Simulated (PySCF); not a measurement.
CH$_{6}$AlO$_{4}$Si (SMILES [CH3][Al][O][Si](O)(O)O), doublet, at a GFN2-xTB geometry (such geometries of metal compounds can be far from the true shape) (the spin is typed, not shown lowest); PySCF with DF-B3LYP/def2-SVP.

PySCF was given this input:
```python
from pyscf import gto, scf, dft

mol = gto.Mole()
mol.atom = '''
    Al   -0.855922    1.614035    1.172263
    C    -2.884066    1.744809    1.238651
    H    -3.344572    0.872866    1.710662
    H    -3.329378    1.847849    0.245586
    H    -3.171159    2.622975    1.821002
    O     0.009935    0.450993    0.327011
    Si    0.767371   -0.730011   -0.524376
    O     0.592605   -2.150064    0.233932
    O     2.344548   -0.388112   -0.655968
    O     0.128881   -0.842499   -2.008105
    H    -0.264083   -2.565484    0.221800
    H     2.884467   -0.427051    0.127570
    H     0.305172   -0.144860   -2.631644
'''
mol.basis = 'def2-svp'
mol.charge = 0
mol.spin = 1
mol.verbose = 4
mol.build()

mf = dft.UKS(mol)
mf.xc = 'b3lyp'
mf.diis = False
mf.max_cycle = 100
mf = mf.density_fit(auxbasis='def2-universal-jkfit')
mf.kernel()
```

Question: What does PySCF print? Leave out banner, timings and long lists.

Answer: 
```
PySCF version 2.14.0

[INPUT] verbose = 4
[INPUT] num. atoms = 13
[INPUT] num. electrons = 71
[INPUT] charge = 0
[INPUT] spin (= nelec alpha-beta = 2S) = 1
[INPUT] symmetry False subgroup None
[INPUT] Mole.unit = angstrom
[INPUT] Symbol           X                Y                Z      unit          X                Y                Z       unit  Magmom
[...]
nuclear repulsion = 450.312137247969
number of shells = 64
number of NR pGTOs = 234
number of NR cGTOs = 136
basis = def2-svp
ecp = {}

******** <class 'pyscf.df.df_jk.DFUKS'> ********
method = DFUKS
initial guess = minao
damping factor = 0
level_shift factor = 0
DIIS disabled
SCF conv_tol = 1e-09
SCF conv_tol_grad = None
SCF max_cycles = 100
direct_scf = False
number electrons alpha = 36  beta = 35
XC library pyscf.dft.libxc version 7.1.2
    S. Lehtola, C. Steigemann, M. J. T. Oliveira, and M. A. L. Marques,  SoftwareX 7, 1–5 (2018)
XC functionals = b3lyp
    P. J. Stephens, F. J. Devlin, C. F. Chabalowski, and M. J. Frisch,  J. Phys. Chem. 98, 11623 (1994)
radial grids:
    Treutler-Ahlrichs [JCP 102, 346 (1995); DOI:10.1063/1.469408] (M4) radial grids

becke partition: Becke, JCP 88, 2547 (1988); DOI:10.1063/1.454033
pruning grids: <function nwchem_prune>
grids dens level: 3
symmetrized grids: False
atomic radii adjust function: <function treutler_atomic_radii_adjust>
small_rho_cutoff = 0
Set gradient conv threshold to 3.16228e-05
tot grids = 167656
******** <class 'pyscf.df.df.DF'> ********
auxbasis = def2-universal-jkfit
init E= -874.953060879202

cycle= 1 E= -873.938486619093  delta_E= 1.01  |g|= 1.04  |ddm|= 2.73
cycle= 2 E= -873.134100444426  delta_E= 0.804  |g|= 1.72  |ddm|= 1.96
cycle= 3 E= -872.077504321139  delta_E= 1.06  |g|= 2.38  |ddm|= 2.88
cycle= 4 E= -864.325114417227  delta_E= 7.75  |g|= 3.63  |ddm|= 8.72
cycle= 5 E= -838.274627537868  delta_E= 26.1  |g|= 5.32  |ddm|= 11.9
cycle= 6 E= -579.144329711438  delta_E=  259  |g|= 12.5  |ddm|= 87.6

cycle= 7 E= -654.97156748928  delta_E= -75.8  |g|= 8.29  |ddm|= 88.5

cycle= 8 E= -421.120085600954  delta_E=  234  |g|= 9.77  |ddm|= 53.2

cycle= 9 E= -614.844970990952  delta_E= -194  |g|= 8.85  |ddm|= 63.5

cycle= 10 E= -443.79956643078  delta_E=  171  |g|=   10  |ddm|=   61

cycle= 11 E= -611.902051834695  delta_E= -168  |g|= 9.62  |ddm|= 61.3

cycle= 12 E= -444.176393543585  delta_E=  168  |g|=   10  |ddm|=   61

cycle= 13 E= -607.358397168763  delta_E= -163  |g|= 9.62  |ddm|= 61.3

cycle= 14 E= -473.153212035308  delta_E=  134  |g|= 11.1  |ddm|= 58.7

cycle= 15 E= -600.778583813787  delta_E= -128  |g|= 9.16  |ddm|= 57.3

cycle= 16 E= -476.284873221453  delta_E=  124  |g|= 11.2  |ddm|= 55.5

cycle= 17 E= -600.705360836751  delta_E= -124  |g|= 9.17  |ddm|= 55.4

cycle= 18 E= -476.494490767833  delta_E=  124  |g|= 11.2  |ddm|= 55.2

cycle= 19 E= -600.70178151666  delta_E= -124  |g|= 9.17  |ddm|= 55.2

cycle= 20 E= -476.509068537557  delta_E=  124  |g|= 11.2  |ddm|= 55.2

cycle= 21 E= -600.701536116434  delta_E= -124  |g|= 9.17  |ddm|= 55.2

cycle= 22 E= -476.510091005189  delta_E=  124  |g|= 11.2  |ddm|= 55.2

cycle= 23 E= -600.701518945173  delta_E= -124  |g|= 9.17  |ddm|= 55.2

cycle= 24 E= -476.510162767881  delta_E=  124  |g|= 11.2  |ddm|= 55.2

cycle= 25 E= -600.701517741338  delta_E= -124  |g|= 9.17  |ddm|= 55.2

cycle= 26 E= -476.510167804855  delta_E=  124  |g|= 11.2  |ddm|= 55.2

cycle= 27 E= -600.701517656851  delta_E= -124  |g|= 9.17  |ddm|= 55.2

cycle= 28 E= -476.510168158401  delta_E=  124  |g|= 11.2  |ddm|= 55.2

cycle= 29 E= -600.701517650924  delta_E= -124  |g|= 9.17  |ddm|= 55.2

cycle= 30 E= -476.510168183218  delta_E=  124  |g|= 11.2  |ddm|= 55.2

cycle= 31 E= -600.701517650507  delta_E= -124  |g|= 9.17  |ddm|= 55.2

cycle= 32 E= -476.510168184957  delta_E=  124  |g|= 11.2  |ddm|= 55.2

cycle= 33 E= -600.701517650479  delta_E= -124  |g|= 9.17  |ddm|= 55.2

cycle= 34 E= -476.51016818508  delta_E=  124  |g|= 11.2  |ddm|= 55.2

[...]

cycle= 47 E= -600.701517650476  delta_E= -124  |g|= 9.17  |ddm|= 55.2

cycle= 48 E= -476.510168185089  delta_E=  124  |g|= 11.2  |ddm|= 55.2

cycle= 49 E= -600.701517650477  delta_E= -124  |g|= 9.17  |ddm|= 55.2

cycle= 50 E= -476.510168185087  delta_E=  124  |g|= 11.2  |ddm|= 55.2

cycle= 51 E= -600.701517650476  delta_E= -124  |g|= 9.17  |ddm|= 55.2

cycle= 52 E= -476.51016818509  delta_E=  124  |g|= 11.2  |ddm|= 55.2

cycle= 53 E= -600.701517650477  delta_E= -124  |g|= 9.17  |ddm|= 55.2

cycle= 54 E= -476.510168185088  delta_E=  124  |g|= 11.2  |ddm|= 55.2

cycle= 55 E= -600.701517650478  delta_E= -124  |g|= 9.17  |ddm|= 55.2

cycle= 56 E= -476.510168185087  delta_E=  124  |g|= 11.2  |ddm|= 55.2

cycle= 57 E= -600.701517650478  delta_E= -124  |g|= 9.17  |ddm|= 55.2

cycle= 58 E= -476.510168185088  delta_E=  124  |g|= 11.2  |ddm|= 55.2

cycle= 59 E= -600.701517650476  delta_E= -124  |g|= 9.17  |ddm|= 55.2

cycle= 60 E= -476.510168185088  delta_E=  124  |g|= 11.2  |ddm|= 55.2

cycle= 61 E= -600.701517650477  delta_E= -124  |g|= 9.17  |ddm|= 55.2

cycle= 62 E= -476.510168185087  delta_E=  124  |g|= 11.2  |ddm|= 55.2

cycle= 63 E= -600.701517650477  delta_E= -124  |g|= 9.17  |ddm|= 55.2

cycle= 64 E= -476.510168185088  delta_E=  124  |g|= 11.2  |ddm|= 55.2

cycle= 65 E= -600.701517650474  delta_E= -124  |g|= 9.17  |ddm|= 55.2

cycle= 66 E= -476.510168185088  delta_E=  124  |g|= 11.2  |ddm|= 55.2

cycle= 67 E= -600.701517650476  delta_E= -124  |g|= 9.17  |ddm|= 55.2

cycle= 68 E= -476.510168185087  delta_E=  124  |g|= 11.2  |ddm|= 55.2

cycle= 69 E= -600.701517650475  delta_E= -124  |g|= 9.17  |ddm|= 55.2

cycle= 70 E= -476.510168185086  delta_E=  124  |g|= 11.2  |ddm|= 55.2

cycle= 71 E= -600.701517650478  delta_E= -124  |g|= 9.17  |ddm|= 55.2

cycle= 72 E= -476.510168185088  delta_E=  124  |g|= 11.2  |ddm|= 55.2

cycle= 73 E= -600.701517650477  delta_E= -124  |g|= 9.17  |ddm|= 55.2

cycle= 74 E= -476.510168185089  delta_E=  124  |g|= 11.2  |ddm|= 55.2

cycle= 75 E= -600.701517650476  delta_E= -124  |g|= 9.17  |ddm|= 55.2

cycle= 76 E= -476.510168185089  delta_E=  124  |g|= 11.2  |ddm|= 55.2

cycle= 77 E= -600.701517650477  delta_E= -124  |g|= 9.17  |ddm|= 55.2

cycle= 78 E= -476.510168185088  delta_E=  124  |g|= 11.2  |ddm|= 55.2

cycle= 79 E= -600.701517650476  delta_E= -124  |g|= 9.17  |ddm|= 55.2

cycle= 80 E= -476.510168185088  delta_E=  124  |g|= 11.2  |ddm|= 55.2

cycle= 81 E= -600.701517650476  delta_E= -124  |g|= 9.17  |ddm|= 55.2

cycle= 82 E= -476.510168185088  delta_E=  124  |g|= 11.2  |ddm|= 55.2

cycle= 83 E= -600.701517650476  delta_E= -124  |g|= 9.17  |ddm|= 55.2

cycle= 84 E= -476.510168185088  delta_E=  124  |g|= 11.2  |ddm|= 55.2

cycle= 85 E= -600.701517650478  delta_E= -124  |g|= 9.17  |ddm|= 55.2

cycle= 86 E= -476.510168185089  delta_E=  124  |g|= 11.2  |ddm|= 55.2

cycle= 87 E= -600.701517650477  delta_E= -124  |g|= 9.17  |ddm|= 55.2

cycle= 88 E= -476.51016818509  delta_E=  124  |g|= 11.2  |ddm|= 55.2

cycle= 89 E= -600.701517650475  delta_E= -124  |g|= 9.17  |ddm|= 55.2

cycle= 90 E= -476.510168185087  delta_E=  124  |g|= 11.2  |ddm|= 55.2

cycle= 91 E= -600.701517650477  delta_E= -124  |g|= 9.17  |ddm|= 55.2

cycle= 92 E= -476.510168185087  delta_E=  124  |g|= 11.2  |ddm|= 55.2

cycle= 93 E= -600.701517650478  delta_E= -124  |g|= 9.17  |ddm|= 55.2

cycle= 94 E= -476.510168185088  delta_E=  124  |g|= 11.2  |ddm|= 55.2

cycle= 95 E= -600.701517650477  delta_E= -124  |g|= 9.17  |ddm|= 55.2

cycle= 96 E= -476.510168185088  delta_E=  124  |g|= 11.2  |ddm|= 55.2

cycle= 97 E= -600.701517650476  delta_E= -124  |g|= 9.17  |ddm|= 55.2

cycle= 98 E= -476.510168185088  delta_E=  124  |g|= 11.2  |ddm|= 55.2

cycle= 99 E= -600.701517650476  delta_E= -124  |g|= 9.17  |ddm|= 55.2

cycle= 100 E= -476.510168185087  delta_E=  124  |g|= 11.2  |ddm|= 55.2
SCF not converged.
SCF energy = -476.510168185087 after 100 cycles  <S^2> = 0.75000013  2S+1 = 2.0000001
```

Convergence was not reached.
